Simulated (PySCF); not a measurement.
A GIAO shielding run with PySCF (density fitting, non-relativistic, gas phase) on `o1ccc(SC#N)c1`, C5H3NOS:

```
{"job": {"kind": "nmr", "xc": "PBE0", "basis": "pcSseg-1"}, "charge": 0, "multiplicity": 1}
N      3.369055     0.685064     1.003884
C      2.697974     0.526350     0.088594
S      1.728688     0.292648    -1.261462
C      0.194928     0.045792    -0.420004
C     -0.979661    -0.477000    -1.022425
C     -1.912261    -0.487346    -0.033487
O     -1.400049    -0.015524     1.112444
C     -0.122083     0.313921     0.881003
H     -1.091535    -0.791708    -2.038402
H     -2.937641    -0.798823    -0.026202
H      0.458010     0.709297     1.690096
```

Hardware: 1 thread of an Arm Neoverse V1, shared host. The job also computes population analyses, field gradients, ring-centre shieldings.

Task: How large is the calculation?

Result: 64 electrons, 158 basis functions and 835 auxiliary functions.

Task: How long does it take?

Result: 16 s of wall time, with 14 SCF cycles and 5 response iterations. Times on a shared host scatter by some tens of per cent.
